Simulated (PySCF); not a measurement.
Delta-SCF ions had no search for a lower state. Excitations are Tamm–Dancoff values on a coarser integration grid. The basis has no diffuse functions, so Rydberg states are missing or too high.

Z-matrix (Å, degrees):
```
In
F 1 1.9732
S 1 2.3806 2 114.66
H 3 1.3559 1 92.23 2 -179.91
S 1 2.3840 2 113.16 3 180.00
H 5 1.3564 1 90.35 2 -0.01
```
Charge 0, spin multiplicity 1.

Question: Give the total energy, T1 excitation (TDA), S1 excitation (TDA), HOMO, LUMO, dipole moment, S1–T1 gap (TDA) and vertical ionisation energy (Delta-SCF) at the level PBE-D3(BJ)/def2-TZVP run with PySCF.

Answer: 
| Property | Value |
|---|---|
| total energy | -29587.23 eV |
| T1 excitation (TDA) | 3.38 eV |
| S1 excitation (TDA) | 3.70 eV |
| HOMO | -6.69 eV |
| LUMO | -3.13 eV |
| dipole moment | 2.24 D |
| S1–T1 gap (TDA) | 0.32 eV |
| vertical ionisation energy (Delta-SCF) | 9.46 eV |
